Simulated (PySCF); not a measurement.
**Correlation energy of I (iodine, neutral)**

[Kr] 4d10 5s1 5p6, 2S determinant (an excited configuration). Calculation: PySCF 2.14, in aug-cc-pVTZ-PP with ECP28MDF (6s5p4d2f, 55 functions); scalar relativity through the core potential. Frozen: 4s2 4p6 4d10; 7 electrons correlated.

```
  level  correlation energy (mhartree)
   CCSD                        -252.80
    (T)                         -48.16
CCSD(T)                        -300.96
```

Diagnostics: T1 = 0.028, D1 = 0.0479, largest double amplitude 0.302.

A double-excitation amplitude exceeds 0.15, a sign of near-degeneracy.

Cost of the coupled-cluster step: of the order of 3 core-seconds, for 7 correlated electrons.
